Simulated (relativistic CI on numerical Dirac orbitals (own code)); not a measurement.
Sensitivity of the levels of Hg XIV to α and to the nuclear radius

Computed by Dirac-Coulomb-Breit CI, separate exchange-only KLI orbitals for each configuration, derivatives by finite differences, unscaled Slater integrals, QED left out (own radial code, finite nucleus).

Configuration list (outside the closed core [Kr] 4d10): 4f14 5s2 5p5, 4f14 5s 5p6, 4f14 5s2 5p4 5d, 4f13 5s2 5p6, 4f14 5s 5p5 5d, 4f14 5s2 5p4 5f. Double excitations out of closed p, d and f shells are left out; levels of such configurations are missing from the list, as are those of other unlisted configurations, and high levels can miss mixing partners.

With x = (α/α₀)² − 1 an excitation energy changes as ω = ω₀ + qx; K = 2q/ω₀ is the relative enhancement. Terms are leading LS components, so labels can repeat. The field-shift factor is F = δν/δ⟨r²⟩ for the transition from the lowest level.

Lowest level 4f14 5s2 5p5 2P°_3/2.

```tsv
Level	ω₀ (cm⁻¹)	q (cm⁻¹)	K	F (GHz/fm²)
4f14 5s2 5p5 2P°_1/2	178714	231400	2.59	-50.5
4f13 5s2 5p6 2F°_7/2	464246	-164100	-0.707	55.1
4f14 5s 5p6 2S_1/2	481905	128300	0.533	-259
4f14 5s2 5p4 5d 4D_3/2	488643	15380	0.063	15.2
4f14 5s2 5p4 5d 4D_5/2	492609	20880	0.0848	15
4f13 5s2 5p6 2F°_5/2	497068	-134000	-0.539	57.2
4f14 5s2 5p4 5d 4F_7/2	503641	22990	0.0913	15.5
4f14 5s2 5p4 5d 2P_1/2	504888	70690	0.28	-80.3
4f14 5s2 5p4 5d 2F_7/2	522146	36110	0.138	16.9
4f14 5s2 5p4 5d 4F_9/2	523987	40770	0.156	17.7
4f14 5s2 5p4 5d 2D_3/2	533516	22010	0.0825	15.3
4f14 5s2 5p4 5d 2D_5/2	569960	45840	0.161	17.2
4f14 5s2 5p4 5d 4P_1/2	582908	157600	0.541	-204
4f14 5s2 5p4 5d 2D_3/2	583944	62430	0.214	11.7
4f14 5s2 5p4 5d 2F_5/2	593777	74560	0.251	8.56
4f14 5s2 5p4 5d 4D_1/2	651110	245800	0.755	-35.4
4f14 5s2 5p4 5d 4D_3/2	667028	247200	0.741	-34.3
4f14 5s2 5p4 5d 4F_5/2	686001	241700	0.705	-33.2
4f14 5s2 5p4 5d 2G_7/2	689131	253300	0.735	-34.1
4f14 5s2 5p4 5d 2F_7/2	692061	264300	0.764	-32.8
4f14 5s2 5p4 5d 2P_3/2	705466	274300	0.778	-33
4f14 5s2 5p4 5d 2F_5/2	712259	272600	0.765	-32.7
4f14 5s2 5p4 5d 2G_9/2	714271	272600	0.763	-32.4
```

At this charge transitions that keep the count of f electrons are usually good to a few per cent. Levels and lines within the n = 5 or 6 shells can be off by up to 10 % or somewhat more, and those that change n by about 2 %, since core polarisation is missing. Levels that differ in their count of f electrons can be misplaced by several ten thousand cm⁻¹, since the correlation energy of f electrons is missing or only estimated; rates across such gaps can be off by orders of magnitude.
